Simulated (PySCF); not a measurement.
B3LYP has the VWN-RPA correlation part, as in Gaussian. 

[Nb(Cl)4(F)] (charge 0, multiplicity 1)

Computed with B3LYP-D3(BJ)/def2-TZVP // PBE-D3(BJ)/def2-SVP (PySCF).

```yaml
HOMO: -9.12 eV
dipole_moment: 0.28 D
LUMO: -4.36 eV
HOMO–LUMO gap: 4.76 eV
charge on the central atom (Mulliken): 1.46 e
total_energy: -1998.1166 Ha
cost: roughly 2.1 core-minutes
```

Bonded distances (Å): Nb1–Cl2 2.287, Nb1–Cl3 2.334, Nb1–Cl4 2.287, Nb1–Cl5 2.287, Nb1–F6 1.885. Angles (°): Cl2–Nb1–Cl3 91.1, Cl2–Nb1–Cl4 120.0, Cl2–Nb1–Cl5 120.0, Cl2–Nb1–F6 88.9, Cl3–Nb1–Cl4 91.1, Cl3–Nb1–Cl5 91.1, Cl3–Nb1–F6 180.0, Cl4–Nb1–Cl5 120.0, Cl4–Nb1–F6 88.9, Cl5–Nb1–F6 88.9.
Charge 0, spin multiplicity 1.
